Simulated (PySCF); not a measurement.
```xyz
4
charge 0 multiplicity 1, angstrom
Rh    0.0000    0.0000    0.0276
H     1.1519    0.0000   -0.9404
H    -0.5760    0.9976   -0.9404
H    -0.5760   -0.9976   -0.9404
```

Method: PBE0/[Rh def2-TZVP with ECP28, H def2-TZVP], scalar-relativistic core potentials, density fitting, no spin–orbit coupling, PySCF.

This geometry of RhH₃ is a stationary point at this level.

Question: What is the point group?

Answer: C3v.

Question: Is it a minimum?

Answer: Yes: all harmonic wavenumbers are real.

Question: Give the ideal-gas entropy at 298.15 K and 1 bar by parts.

Answer: translation 167.0, rotation 58.1, vibration 3.1, spin 0.0; total 228.3 J/(mol K).

Question: What is the atomisation energy, with and without zero-point energy?

Answer: 844 kJ/mol without, 789 kJ/mol with.

Other isomers or separated fragments may lie lower.
